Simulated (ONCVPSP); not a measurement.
# Nb, ONCV: configuration errors across variants

ONCVPSP 4.0.1 input, shortened (lines: element, Z, core and valence counts, functional; n l f; lmax; l rc ep ncon nbas qcut; lloc lpopt rc5 dvloc0; l nproj debl; icmod fcfact rcfact), PBEsol, scalar-relativistic:

```
  Nb 41.00    6    4  -116133      upf
    1    0    2.00
    2    0    2.00
    2    1    6.00
    3    0    2.00
    3    1    6.00
    3    2   10.00
    4    0    2.00
    4    1    6.00
    4    2    4.00
    5    0    1.00
    2
    0    1.85    0.00    3    6    5.60
    1    2.00    0.00    3    7    5.70
    2    2.20    0.00    4    8    6.10
    4    5    1.30    2.00
    0    2    2.10
    1    1    3.50
    2    2    1.40
    3    2.75    1.10
```

All-electron excitation energies from the reference (eV): (1) 4s2 4p6 4d4 5s0 6.653; (2) 4s2 4p6 4d3 5s0 20.681; (3) 4s2 4p6 4d4 5s0.5 2.653.

1 further variants failed, have other tests or too few solved ones, and are left out.

Errors AE − PS in meV (a dash: test not solved or not reliable):

| change | (1) | (2) | (3) | bound ghosts | GHOST(+) flags above zero |
| --- | --- | --- | --- | --- | --- |
| base | -2.2 | -0.5 | -0.7 | none | none |
| core correction Teter function, fcfact 2.75, rcfact 1.36 | -2.2 | -0.5 | -0.7 | none | none |
| core correction Teter function, fcfact 4.8, rcfact 1.1 | -2.3 | -0.6 | -0.7 | none | none |
| p: rc 1.58 | -2.2 | -0.7 | -0.7 | none | none |
| d: nproj 3 | -2.2 | -0.5 | -0.7 | none | none |
| all radii but the core radius scaled by about 1.06 (s 1.96, p 2.12, d 2.34 bohr); local potential polynomial inside 1.38 bohr (lpopt 5, dvloc0 2 Ha) | -2.1 | 0.0 | -0.7 | none | none |
| core correction polynomial model core, fcfact 0.2 | -2.3 | -0.6 | -0.7 | none | none |
| local potential polynomial inside 1.30 bohr (lpopt 5, dvloc0 -2 Ha) | -2.2 | -0.4 | -0.7 | none | s |

Task: Give the same row for: s: rc 2.58.

Result: -2.9, -1.2, -0.9; bound ghosts: none; GHOST(+) flags above zero: none.
